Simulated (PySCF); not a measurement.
PySCF input file for C2H9ClSi3, SMILES C=C(Cl)[SiH2][SiH2][SiH3], B3LYP-D3(BJ)/def2-SVP. The structure is a stationary point at B3LYP-D3(BJ)/def2-SVP. The structure was generated by enumeration, and PubChem lists no compound with its InChIKey, so it may never have been made. Other conformers were not sampled.

```python
import numpy as np
from pyscf import gto, scf, dft, df
from pyscf.hessian import thermo

mol = gto.M(
    atom='''
    C     2.94910139   -0.46961132    0.05772648
    C     1.75563948    0.12541512    0.14229958
    Cl    1.18472664    1.14367511   -1.18860033
    Si    0.51671950   -0.02220890    1.55837095
    Si   -1.45161305   -1.03177282    0.76114836
    Si   -2.31267423    0.06393772   -1.13623884
    H     3.30057596   -1.09747638    0.88126561
    H     3.60150285   -0.35224174   -0.81235672
    H     1.15620450   -0.82774764    2.64063121
    H     0.20930346    1.34421796    2.07117969
    H    -1.16196869   -2.46096728    0.43051463
    H    -2.46976761   -1.00732223    1.85703843
    H    -2.31320449    1.53965241   -0.92381691
    H    -1.50522191   -0.27027879   -2.34189936
    H    -3.72027364   -0.38452002   -1.36243393
    ''',
    basis='def2-SVP',
    charge=0,
    spin=0,
    max_memory=1600,
    verbose=3,
)
mf = dft.RKS(mol, xc='b3lyp').density_fit(auxbasis='def2-universal-jkfit')
mf.disp = 'd3bj'
mf.grids.level = 3
mf.conv_tol = 1e-11
mf.max_cycle = 100
mf.kernel()

# [left out here: the lines that compute and print the analytic Hessian (its translational invariance restored by hand, since the grid's response is missing), thermochemistry and intensities]
```

Log of the run:

```
converged SCF energy = -1409.90478217566

WARN: DFTD3 does not support analytical Hessian, using finite difference


WARN: Mole.unit (angstrom) is changed to Bohr

Mode                                 0                   1                   2
Irrep
Freq [cm^-1]                       21.9428             66.0857             87.5206
Reduced mass [au]                   4.4772              4.1266              5.2677
Force const [Dyne/A]                0.0013              0.0106              0.0238
Char temp [K]                      31.5708             95.0826            125.9227
Normal mode                   x     y     z       x     y     z       x     y     z
       0   C                -0.06 -0.09 -0.09    0.06  0.10 -0.00    0.07  0.05  0.03
       1   C                -0.02 -0.02 -0.03    0.01  0.00  0.00    0.04  0.00 -0.01
       2  Cl                -0.00  0.07  0.04   -0.07 -0.04  0.00    0.07  0.03 -0.00
       3  Si                 0.01 -0.00  0.01    0.03 -0.07  0.01    0.01 -0.05 -0.04
       4  Si                -0.03  0.04  0.05   -0.03  0.05  0.02   -0.06  0.03  0.02
       5  Si                 0.05 -0.06 -0.04    0.05  0.02 -0.04   -0.09 -0.04  0.00
       6   H                -0.07 -0.14 -0.12    0.11  0.13 -0.00    0.05  0.04  0.03
       7   H                -0.08 -0.09 -0.10    0.05  0.16 -0.00    0.11  0.11  0.07
       8   H                 0.02 -0.03 -0.02    0.04 -0.14 -0.04   -0.00 -0.10 -0.07
       9   H                 0.06 -0.00  0.03    0.07 -0.09  0.10    0.04 -0.06  0.01
      10   H                -0.08  0.00  0.14   -0.14  0.01  0.08   -0.16 -0.01  0.09
      11   H                -0.04  0.15  0.03   -0.04  0.17  0.01   -0.01  0.14  0.06
      12   H                 0.02 -0.05 -0.12    0.14  0.03 -0.12   -0.15 -0.04 -0.02
      13   H                 0.10 -0.11  0.01    0.03 -0.10 -0.02   -0.05 -0.02  0.02
      14   H                 0.06 -0.09 -0.08    0.03  0.08 -0.02   -0.06 -0.11 -0.01
[...]
Force const [Dyne/A]                0.5499              0.5472              0.5517
Char temp [K]                    1341.6510           1359.2578           1369.4378
Normal mode                   x     y     z       x     y     z       x     y     z
       0   C                 0.02  0.03  0.02   -0.00 -0.00 -0.00    0.00  0.00  0.00
       1   C                -0.01 -0.01 -0.01    0.00  0.00  0.00   -0.00 -0.00 -0.00
       2  Cl                 0.00  0.00 -0.00   -0.00  0.00 -0.00   -0.00 -0.00  0.00
       3  Si                -0.00 -0.01 -0.03    0.00  0.00  0.01   -0.00 -0.00 -0.00
       4  Si                 0.00  0.01 -0.01   -0.01 -0.01  0.00    0.00 -0.00 -0.00
       5  Si                -0.01 -0.01  0.01   -0.02 -0.01 -0.01    0.01 -0.02 -0.02
       6   H                -0.05 -0.14 -0.08    0.00  0.01  0.00   -0.01 -0.01 -0.00
       7   H                -0.11 -0.14 -0.10    0.01  0.01  0.01   -0.01 -0.01 -0.01
       8   H                -0.06  0.42  0.34    0.01 -0.15 -0.11   -0.01  0.05  0.04
       9   H                 0.20 -0.14  0.48   -0.08  0.05 -0.16    0.03 -0.02  0.05
      10   H                -0.15 -0.06  0.16    0.17  0.06 -0.15   -0.04 -0.03  0.06
      11   H                 0.00 -0.22 -0.00    0.03  0.23  0.03   -0.00 -0.05 -0.01
      12   H                 0.21  0.03 -0.21    0.42  0.03 -0.30   -0.50  0.00 -0.08
      13   H                 0.05  0.26 -0.03    0.34  0.51  0.09    0.35  0.09  0.19
      14   H                 0.02 -0.08  0.02   -0.03 -0.13  0.33   -0.24  0.56  0.39
Mode                                27                  28                  29
Irrep
Freq [cm^-1]                     1095.1134           1387.8064           1665.3827
Reduced mass [au]                   1.9880              1.1610              5.5215
Force const [Dyne/A]                1.4047              1.3175              9.0227
Char temp [K]                    1575.6244           1996.7444           2396.1150
Normal mode                   x     y     z       x     y     z       x     y     z
       0   C                 0.00 -0.06  0.11    0.00 -0.00  0.01    0.17 -0.08 -0.02
       1   C                 0.02  0.07 -0.15    0.10 -0.04 -0.02   -0.17  0.08  0.02
       2  Cl                -0.00 -0.00  0.01   -0.00  0.00 -0.00    0.00 -0.00  0.00
       3  Si                -0.01 -0.00  0.02   -0.00 -0.00  0.00    0.01 -0.00 -0.00
       4  Si                -0.00 -0.00 -0.00   -0.00  0.00  0.00    0.00  0.00 -0.00
       5  Si                 0.00  0.00 -0.00   -0.00 -0.00  0.00    0.00  0.00 -0.00
       6   H                 0.45 -0.15 -0.16   -0.55  0.12  0.32   -0.14 -0.03  0.19
       7   H                -0.35  0.25 -0.12   -0.46  0.39 -0.27   -0.04  0.12 -0.18
       8   H                -0.02 -0.01  0.02    0.01 -0.01  0.00   -0.02  0.01  0.01
       9   H                 0.03  0.03 -0.03   -0.01 -0.00  0.00    0.01  0.01 -0.01
      10   H                 0.01  0.00  0.00    0.00  0.00 -0.00   -0.00 -0.00  0.00
      11   H                 0.02  0.01  0.02   -0.00 -0.00 -0.00    0.00  0.00  0.00
      12   H                -0.01 -0.00  0.01    0.00 -0.00 -0.00   -0.00  0.00  0.00
      13   H                 0.00 -0.01  0.00   -0.00  0.00 -0.00    0.00 -0.00 -0.00
      14   H                 0.00 -0.00  0.01   -0.00  0.00 -0.00    0.00 -0.00  0.00
Mode                                30                  31                  32
Irrep
Freq [cm^-1]                     2186.6788           2197.1459           2204.0096
Reduced mass [au]                   1.0308              1.0495              1.0336
Force const [Dyne/A]                2.9041              2.9851              2.9581
Char temp [K]                    3146.1439           3161.2038           3171.0792
Normal mode                   x     y     z       x     y     z       x     y     z
       0   C                 0.00 -0.00  0.00   -0.00  0.00  0.00   -0.00 -0.00  0.00
       1   C                -0.00  0.00 -0.00   -0.00  0.00 -0.00    0.00  0.00 -0.00
       2  Cl                 0.00  0.00 -0.00   -0.00 -0.00  0.00    0.00 -0.00  0.00
       3  Si                -0.00  0.00 -0.00   -0.00  0.00 -0.00    0.00 -0.00  0.01
       4  Si                -0.02 -0.02  0.02    0.02 -0.03 -0.02    0.00  0.00 -0.00
       5  Si                 0.01  0.00  0.00   -0.00  0.00  0.00    0.03  0.01  0.01
       6   H                 0.00 -0.00 -0.00    0.00 -0.00 -0.00   -0.00  0.00  0.00
       7   H                 0.00  0.00  0.00   -0.00 -0.00 -0.00   -0.00  0.00 -0.00
       8   H                 0.06 -0.08  0.10    0.02 -0.02  0.04   -0.09  0.12 -0.16
       9   H                -0.02  0.06  0.02    0.02 -0.11 -0.04    0.03 -0.10 -0.04
      10   H                -0.11  0.47  0.12   -0.15  0.78  0.18    0.02 -0.10 -0.02
      11   H                 0.55 -0.02 -0.59   -0.34 -0.00  0.37   -0.10  0.00  0.11
      12   H                 0.01  0.04  0.01   -0.00 -0.07 -0.01    0.01  0.16  0.03
      13   H                 0.02 -0.01 -0.01    0.05 -0.02 -0.07    0.08 -0.03 -0.09
      14   H                -0.20 -0.07 -0.03   -0.02 -0.00  0.00   -0.86 -0.28 -0.13
Mode                                33                  34                  35
Irrep
Freq [cm^-1]                     2210.3948           2221.0884           2224.0706
Reduced mass [au]                   1.0333              1.0471              1.0400
Force const [Dyne/A]                2.9745              3.0434              3.0308
Char temp [K]                    3180.2660           3195.6518           3199.9424
Normal mode                   x     y     z       x     y     z       x     y     z
       0   C                -0.00  0.00  0.00    0.00 -0.00  0.00   -0.00  0.00 -0.00
       1   C                 0.00 -0.00  0.00   -0.00  0.00 -0.00    0.00 -0.00  0.00
       2  Cl                -0.00  0.00  0.00    0.00 -0.00  0.00   -0.00  0.00 -0.00
       3  Si                 0.01 -0.00  0.03   -0.01  0.03  0.00    0.01 -0.02 -0.00
       4  Si                -0.00 -0.00  0.00   -0.00  0.00  0.00    0.00 -0.00 -0.00
       5  Si                -0.01 -0.00 -0.00   -0.01 -0.02  0.00   -0.01 -0.03  0.00
       6   H                -0.00  0.00  0.00    0.00  0.00 -0.00   -0.00  0.00  0.00
       7   H                -0.00  0.00 -0.00    0.00 -0.00 -0.00    0.00 -0.00  0.00
       8   H                -0.37  0.47 -0.62    0.15 -0.18  0.26   -0.06  0.08 -0.11
       9   H                 0.08 -0.34 -0.12    0.16 -0.70 -0.26   -0.09  0.42  0.16
      10   H                -0.02  0.10  0.03    0.02 -0.07 -0.01   -0.01  0.07  0.02
      11   H                 0.12 -0.00 -0.12    0.03 -0.00 -0.03   -0.04 -0.00  0.04
      12   H                -0.00  0.01  0.00   -0.00  0.46  0.07   -0.00  0.76  0.12
      13   H                -0.01  0.00  0.01    0.06 -0.03 -0.09    0.18 -0.09 -0.27
      14   H                 0.20  0.06  0.03    0.10  0.02  0.02    0.14  0.03  0.03
Mode                                36                  37                  38
Irrep
Freq [cm^-1]                     2237.8912           3137.0627           3236.9373
Reduced mass [au]                   1.0490              1.0605              1.1183
Force const [Dyne/A]                3.0952              6.1491              6.9038
Char temp [K]                    3219.8271           4513.5348           4657.2321
Normal mode                   x     y     z       x     y     z       x     y     z
       0   C                -0.00  0.00 -0.00    0.06 -0.03 -0.00    0.01  0.04 -0.09
       1   C                 0.00 -0.00  0.00   -0.01  0.00  0.00   -0.00  0.00 -0.00
       2  Cl                -0.00 -0.00 -0.00   -0.00  0.00 -0.00    0.00 -0.00  0.00
       3  Si                -0.00  0.00  0.00    0.00 -0.00  0.00   -0.00  0.00  0.00
       4  Si                -0.00  0.00  0.00    0.00 -0.00 -0.00   -0.00 -0.00  0.00
       5  Si                -0.02  0.02  0.03    0.00 -0.00 -0.00    0.00  0.00 -0.00
       6   H                -0.00  0.00  0.00   -0.21  0.38 -0.51    0.22 -0.39  0.51
       7   H                 0.00 -0.00  0.00   -0.41 -0.08  0.56   -0.39 -0.07  0.52
       8   H                 0.01 -0.01  0.02   -0.00  0.00 -0.00    0.00 -0.00  0.00
       9   H                 0.01 -0.05 -0.02    0.00  0.00 -0.00    0.00 -0.00  0.00
      10   H                 0.02 -0.09 -0.02   -0.00  0.00  0.00    0.00 -0.00 -0.00
      11   H                 0.05 -0.00 -0.05    0.00  0.00  0.00   -0.00 -0.00  0.00
      12   H                -0.01 -0.34 -0.04    0.00  0.00  0.00   -0.00 -0.00  0.00
      13   H                 0.50 -0.20 -0.73   -0.00  0.00  0.00   -0.00 -0.00  0.00
      14   H                 0.05  0.02  0.02    0.00  0.00  0.00    0.00 -0.00  0.00
temperature 298.1500 [K]
pressure 101325.00 [Pa]
Rotational constants [GHz] 1.83901 0.98196 0.70935
Symmetry number 1
Zero-point energy (ZPE) 0.09246 [Eh]   242763.101 [J/mol]
                           tot       elec      trans        rot        vib
Entropy [J/mol/K]       432.107      0.000    171.467    125.133    135.506
Cv [J/mol/K]            158.301      0.000     12.472     12.472    133.358
Cp [J/mol/K]            166.616      0.000     20.786     12.472    133.358
Internal energy [J/mol]                      3718.434   3718.434 263194.769
Internal energy [Eh]   -1409.80170  -1409.90478
Enthalpy [J/mol]                             6197.391   3718.434 263194.769
Enthalpy [Eh]          -1409.80076
Gibbs free energy [J/mol]                  -44925.641 -33589.907 222793.528
Gibbs free energy [Eh] -1409.84983
mode   freq/cm-1   IR/(km/mol)
   1       21.94         0.248
   2       66.09         1.086
   3       87.52         0.385
   4      118.60         1.252
   5      164.89         0.031
   6      214.92         1.588
   7      324.21        12.993
   8      332.74         8.445
   9      377.99         2.456
  10      397.57         3.833
  11      434.88         8.444
  12      460.96        10.625
  13      522.29         2.857
  14      534.69        10.708
  15      567.87        10.426
  16      678.15        25.863
  17      697.68        46.173
  18      709.63        36.806
  19      733.26       188.958
  20      773.03        18.464
  21      807.64       169.339
  22      882.65       225.599
  23      916.60        40.730
  24      928.40        22.029
  25      932.49        72.702
  26      944.73        70.090
  27      951.81        44.814
  28     1095.11        17.571
  29     1387.81         8.824
  30     1665.38        13.225
  31     2186.68        54.520
  32     2197.15        43.742
  33     2204.01       152.177
  34     2210.39        93.354
  35     2221.09        30.520
  36     2224.07       120.899
  37     2237.89        98.075
  38     3137.06         0.411
  39     3236.94         0.303
max |gradient| / (hartree/bohr): 3.120421146448146e-05
APT charges: [-0.169   0.0258 -0.3356  0.8656  0.4801  0.738   0.0483  0.0694 -0.2724
 -0.2496 -0.2372 -0.2441 -0.2317 -0.2287 -0.259 ]
```

The run converged.
